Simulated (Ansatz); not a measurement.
Reaction (cleavage of the Ge–Si bond): `C[SiH](C)[GeH3]` + `CO[SiH2]S` → `CO[SiH2][S][GeH3]` + `C[SiH2]C`

Program: Ansatz. Geometries: PBE0-D4/def2-TZVP. ΔE: electronic, gas phase. CBS: MP2 limit from def2 TZ/QZ plus the TZ coupled-cluster correction, frozen cores. This one scheme is used for every species. Functionals use def2-TZVPP. For Ge outer-core shells are correlated without core-valence functions, which leaves a few kJ/mol of doubt a bond. Scalar relativity is left out up to krypton. Each species was taken in one conformer, which may not be the lowest.

| species | r2SCAN-D4 energy (Eh) |
| --- | --- |
| `C[SiH](C)[GeH3]` | -2448.69806 |
| `CO[SiH2]S` | -804.63728 |
| `CO[SiH2][S][GeH3]` | -2882.85418 |
| `C[SiH2]C` | -370.49456 |

(1) Work out ΔE.

Largest T1 diagnostic among the species: 0.011.

Results:

(1) ΔE = (-2882.85418) + (-370.49456) − (-2448.69806) − (-804.63728) = -0.01340 Eh = -35.2 kJ/mol. CCSD(T)/CBS gives -36.7 kJ/mol.

In def2-TZVPP, CCSD(T) changes the Hartree–Fock value by +11.0 kJ/mol (the triples alone add −0.3 kJ/mol) and MP2 by +4.6 kJ/mol. The D4 term adds −3.5 kJ/mol with B3LYP and −1.7 kJ/mol with PBE0; it sums over pairs of atoms, weighted by their polarisabilities, and B3LYP, whose exchange is more repulsive, gets the larger term.

B3LYP here is the variant with VWN-RPA as its local correlation; programs differ in this.
